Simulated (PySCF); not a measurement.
Ge2H6O, SMILES [GeH3][O][GeH3]. Atoms are numbered in the order given.

```xyz
9

Ge     1.6082     0.0000     0.0624
O      0.0000     0.0000    -0.6924
Ge    -1.6082     0.0000     0.0624
H      2.6151     0.0000    -1.0964
H      1.7633     1.2633     0.9352
H      1.7633    -1.2633     0.9352
H     -1.7633    -1.2633     0.9352
H     -2.6151     0.0000    -1.0964
H     -1.7633     1.2633     0.9352
```
Charge 0, spin multiplicity 1.

Coordinates come from a PBE0-D3(BJ)/def2-SVP optimisation.

The numbers are results of PBE/def2-TZVP (PySCF), not measurements.

Symmetry labels are those of the subgroup C2v that the program uses (full group C2v).

Computed valence orbital energies around the gap with their symmetry:
| orbital | symmetry | energy (eV) |
|---|---|---|
| HOMO−7 | A1 | -13.04 |
| HOMO−6 | B1 | -9.76 |
| HOMO−5 | A1 | -9.36 |
| HOMO−4 | B2 | -9.28 |
| HOMO−3 | A2 | -8.32 |
| HOMO−2 | B1 | -8.27 |
| HOMO−1 | A1 | -7.15 |
| HOMO | B2 | -6.70 |
| LUMO | A1 | -1.13 |
| LUMO+1 | A1 | -0.10 |
| LUMO+2 | B1 | 0.50 |
| LUMO+3 | A1 | 0.61 |
